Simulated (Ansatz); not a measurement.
System: TaO$_{2}$, charge 0, multiplicity 2. The spin state was set by rule; other spins were not relaxed. 
Structure (B3LYP-D3(BJ)/def2-TZVP (Ansatz, a first-principles code) minimum search):
SMILES: [O]=[Ta]=[O]
```xyz
3

Ta     0.1161    -0.0941     0.1138
O      0.5072     0.6347    -1.4072
O     -1.5665     0.2243     0.3689
```
Charge 0, spin multiplicity 2.

Wanted: atomisation energy (electronic, to ground-state atoms), in kJ/mol. Valence correlation only, unless marked. UHF or UKS for open shells. No spin-orbit coupling. The frozen core is the preceding noble-gas configuration, with the filled d and f shells of earlier blocks. Past Kr the def2 sets carry scalar-relativistic core potentials. The coupled-cluster limit lacks core correlation, which all-electron functionals hold. CBS marks a two-point X^-3 extrapolation of the correlation energy; Hartree-Fock from the larger set. The bracket is a focal-point correction in the basis named.

```json
[
 {"level": "HF/def2-TZVPPD", "program": "Ansatz", "atomisation energy (kJ/mol)": "733.3"},
 {"level": "PBE-D3(BJ)/def2-TZVPD", "program": "Ansatz + dftd3", "atomisation energy (kJ/mol)": "1571.3"},
 {"level": "BLYP/def2-TZVPD", "program": "Ansatz", "atomisation energy (kJ/mol)": "1509.5"},
 {"level": "B3LYP-D3(BJ)/def2-TZVPD", "program": "Ansatz + dftd3", "atomisation energy (kJ/mol)": "1425.2"},
 {"level": "PBE0/def2-SVP", "program": "Ansatz", "atomisation energy (kJ/mol)": "1409.2"},
 {"level": "PBE0/def2-QZVPP", "program": "Ansatz", "atomisation energy (kJ/mol)": "1429.3"},
 {"level": "r2SCANh/def2-TZVPD", "program": "Ansatz", "atomisation energy (kJ/mol)": "1427.3"},
 {"level": "wB97X-V/def2-TZVPD", "program": "Ansatz", "atomisation energy (kJ/mol)": "1427.6"},
 {"level": "B2GP-PLYP-D3(BJ)/def2-TZVPD", "program": "Ansatz + dftd3", "atomisation energy (kJ/mol)": "1450.7"},
 {"level": "MP2/def2-QZVPP", "program": "Ansatz", "atomisation energy (kJ/mol)": "1576.6"},
 {"level": "MP2/CBS(def2-TZVPP,def2-QZVPP)", "program": "Ansatz", "atomisation energy (kJ/mol)": "1594.5"},
 {"level": "CCSD(T)/def2-SVP", "program": "Ansatz", "atomisation energy (kJ/mol)": "1331.5"},
 {"level": "CCSD(T)/def2-TZVPPD", "program": "Ansatz", "atomisation energy (kJ/mol)": "1404.5"},
 {"level": "RI-MP2/CBS(def2-TZVPPD,def2-QZVPPD)+[CCSD(T)-MP2]/def2-TZVPPD", "program": "Ansatz", "atomisation energy (kJ/mol)": "1443.4"},
 {"level": "CCSD(T)/CBS(def2-TZVPP,def2-QZVPP)", "program": "Ansatz", "atomisation energy (kJ/mol)": "1439.7"}
]
```
